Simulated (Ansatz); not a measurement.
Stepwise reaction of `C[SiH](N)N` with water, as a gas-phase model of exchange steps in deposition or etching. ΔE in kJ/mol; ΔG adds harmonic PBE0-D4 terms to CCSD(T)/CBS, at 1 bar.

Program: Ansatz. Geometries: PBE0-D4/def2-TZVP. ΔE: electronic, gas phase. CCSD(T)/CBS adds triple-zeta CCSD(T) − MP2 to the extrapolated MP2 energy (def2 sets, frozen cores). This one scheme is used for every species. Functionals use def2-TZVPP. B3LYP here is the variant with VWN-RPA as its local correlation; programs differ in this. One conformer a species, not always the lowest.

| step | reaction | PBE-D4 | B3LYP-D4 | ωB97M-V | CCSD(T)/CBS | ΔG(600 K) |
| --- | --- | --- | --- | --- | --- | --- |
| 2 | `C[SiH](N)O` + H₂O → `C[SiH](O)O` + NH₃ | -47.6 | -50.9 | -50.5 | -48.0 | -42.4 |

Give the row of step 1, `C[SiH](N)N` + H₂O → `C[SiH](N)O` + NH₃. (Estimate.)

Ansatz gave: 
| step | reaction | PBE-D4 | B3LYP-D4 | ωB97M-V | CCSD(T)/CBS | ΔG(600 K) |
| --- | --- | --- | --- | --- | --- | --- |
| 1 | `C[SiH](N)N` + H₂O → `C[SiH](N)O` + NH₃ | -45.4 | -48.3 | -48.2 | -45.5 | -43.0 |

By hand: ΔE of the 2 steps together at CCSD(T)/CBS.

(-45.5) + (-48.0) = -93.5 kJ/mol, or -46.8 kJ/mol a step.

In ΔE the steps differ by no more than 2.5 kJ/mol. All are downhill at CCSD(T)/CBS. ΔG lies between -43.0 and -42.4 kJ/mol a step. PBE-D4 differs from CCSD(T)/CBS by 0.1 to 0.4 kJ/mol a step. Isolated molecules leave out the surface, adducts and barriers. Largest T1 diagnostic: 0.011.
